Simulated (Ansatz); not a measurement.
HGe, doublet, geometry from GFN2-xTB, atoms displaced at random by about 0.1 Å a coordinate. Base run: HF/aug-cc-pVDZ run with Ansatz (a quantum-chemistry and plane-wave program).

Here is a job for Ansatz.
Ansatz 0.2 input:
```yaml
crystal:
  periodic: [false, false, false]
  atoms:
    - {symbol: Ge, position_ang: [-0.12409732, 0.18512273, -0.01177523]}
    - {symbol: H, position_ang: [0.00828555, -0.02144861, 1.52628538]}
basis:
  gaussian:
    orbitals: aug-cc-pVDZ
hamiltonian:
  xc: hf
magnetization: {spin_polarized: true, initial_magnetization: 1}
relax: {}
```

The base run was repeated with changes; each row names its change, and settings that it needs were set with it.

| change | ΔE vs base (kcal/mol) | optimiser steps |
|---|---|---|
| base | 0.000 | 3 |
| relax = f_tol: 0.1 | 0.004 | 2 |
| relax = escape_saddle: false | 0.000 | 3 |
| relax = f_tol: 0.0005 | 0.000 | 4 |
| relax = max_displacement: 0.02 | 0.000 | 3 |
| relax = f_tol: 0.05 | 0.000 | 3 |
| relax = max_displacement: 0.5 | 0.000 | 3 |
